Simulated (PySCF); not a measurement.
Precursor series Zn OH-Br. Gas-phase values, no solvent. One relaxed conformer stands for each flexible species; it need not be the lowest.

The charge on the central atom (meta-Löwdin) from two functionals at the same geometries (BP86-D3(BJ)/def2-SVP), both in PySCF: PBE-D3(BJ)/def2-TZVP and B3LYP-D3(BJ)/def2-TZVP. B3LYP has the VWN-RPA correlation part, as in Gaussian. 

| species | PBE-D3(BJ)/def2-TZVP (e) | B3LYP-D3(BJ)/def2-TZVP (e) |
|---|---|---|
| 0 of 2 OH replaced by Br ([Zn(OH)2]) | 1.23 | 1.28 |
| 1 of 2 OH replaced by Br | 1.18 | 1.23 |
| 2 of 2 OH replaced by Br | 1.13 | 1.17 |

Over these rows, drawn at random from the members with no instability flagged (it was tested for open shells, ions and some series alone), PBE minus B3LYP-D3(BJ): mean -0.05 e, from -0.06 e to -0.04 e.
